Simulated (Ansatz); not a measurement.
Two members of one family (Series (H2BX)2), computed with Ansatz in the gas phase. Binding counts from free atoms in the multiplicity of their measured ground term, without zero-point energy. A dash marks a value that wasn't run or was left out as unsound. The structures are stationary points that may keep the symmetry of their start. Remarks come from the PBE and PBE0 runs and from stability tests at other levels; not every state was tested. HOMO above LUMO (over both spins in singlets and doublets, within one spin in higher multiplets; at PBE or PBE0), or a gap under 0.15 eV within one spin, warns that the state may not be the lowest or that an electron is smeared out.

First: (H2B-mu-NH2)2 (singlet, charge 0, PBE-D4/def2-SVP geometry).

```
atom   x (Å)   y (Å)   z (Å)
  B1   0.315  -0.157   1.056
  H2   0.688   0.759   1.780
  H3   0.315  -1.263   1.586
  N4   1.094  -0.166  -0.351
  B5  -0.316   0.155  -1.057
  H6  -0.318   1.258  -1.593
  H7  -0.687  -0.766  -1.775
  N8  -1.093   0.169   0.352
  H9   1.515  -1.064  -0.609
 H10   1.809   0.560  -0.457
 H11  -1.812  -0.554   0.459
 H12  -1.510   1.070   0.609
```

| level | HOMO (eV) | LUMO (eV) | gap (eV) | vertical IE (eV) | binding per atom (eV) |
| --- | --- | --- | --- | --- | --- |
| PBE-D4/def2-SVP | -6.54 | 0.48 | 7.01 | – | 3.79 |
| PBE-D4/def2-TZVP | -6.66 | -0.13 | 6.53 | 9.76 | 3.75 |
| PBE0-D4/def2-SVP | -7.96 | 1.41 | 9.37 | – | 3.74 |
| PBE0-D4/def2-TZVP | -8.02 | 0.72 | 8.74 | 10.14 | 3.70 |
| BHLYP-D4/def2-TZVP | -9.35 | 1.36 | 10.71 | – | 3.62 |

Remarks: gap within one spin near zero at PBE or PBE0 (+1 doublet).

Second: (H2B-mu-PH2)2 (singlet, charge 0, PBE-D4/def2-SVP geometry).

```xyz
12

B     0.181   -1.005   -1.019
H     0.287   -2.193   -0.750
H     0.239   -0.738   -2.209
P     1.355    0.147    0.096
B    -0.181    1.001    1.024
H    -0.288    2.191    0.773
H    -0.236    0.715    2.210
P    -1.355   -0.142   -0.101
H     2.231    1.024   -0.611
H     2.299   -0.530    0.927
H    -2.287    0.543   -0.938
H    -2.245   -1.013    0.598
```

Q: Estimate the same table for the second.

A: 
| level | HOMO (eV) | LUMO (eV) | gap (eV) | vertical IE (eV) | binding per atom (eV) |
| --- | --- | --- | --- | --- | --- |
| PBE-D4/def2-SVP | -6.44 | -1.16 | 5.28 | – | 3.23 |
| PBE-D4/def2-TZVP | -6.53 | -1.42 | 5.11 | 9.31 | 3.23 |
| PBE0-D4/def2-SVP | -7.65 | -0.34 | 7.31 | – | 3.21 |
| PBE0-D4/def2-TZVP | -7.68 | -0.56 | 7.12 | 9.57 | 3.21 |
| BHLYP-D4/def2-TZVP | -8.76 | 0.44 | 9.20 | – | 3.16 |
